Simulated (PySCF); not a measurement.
Vertical excitations of a molecule CH₅ClOSi from TDA-ωB97X/def2-SVPD run with PySCF 2.14.0, as energy in eV (oscillator strength): 8.19 (0.036), 8.41 (0.028), 8.58 (0.016), 8.86 (0.062), 8.99 (0.107), 9.10 (0.014), 9.45 (0.083), 9.56 (0.006), 9.65 (0.059), 9.70 (0.023). Lowest triplet (TDA): 7.84 eV. Geometry: PBE-D3(BJ)/def2-SVP. Other conformers were not sampled.

Question: Which molecule gave these data?
(A) C[SiH](O)Cl
(B) CO[SiH2]Cl
(C) OC[SiH2]Cl

Answer: A, C[SiH](O)Cl
